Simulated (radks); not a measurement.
Task: Isoelectronic series with 39 electrons, each ion in its NIST ground configuration. Calculated with a radial shooting solver on a logarithmic mesh with Libxc functionals: Dirac Kohn-Sham, PBE, spin-unpolarised, spherical densities, point nucleus; open shells fill j = l - 1/2 first. Total energies (hartree) and mean radii <r> (bohr) (* marks an orbital that is empty in some or all of the ions):

ion,configuration,E (hartree),4d5/2*,4d3/2,4p3/2
Nb2+,[Kr] 4d3,-3819.36408,1.863,1.847,1.301
Tc4+,[Kr] 4d3,-4282.85173,1.445,1.435,1.150
Rh6+,[Kr] 4d3,-4775.94304,1.215,1.207,1.032
Ag8+,[Kr] 4d3,-5298.84624,1.060,1.053,0.9376
Sb12+,[Kr] 4d3,-6435.20053,0.8561,0.8497,0.7948
I14+,[Kr] 4d3,-7049.30577,0.7839,0.7776,0.7393

Estimate the row of In10+ ([Kr] 4d3).

Result: E (hartree) -5851.82898; 4d5/2* 0.9455; 4d3/2 0.9387; 4p3/2 0.8599.
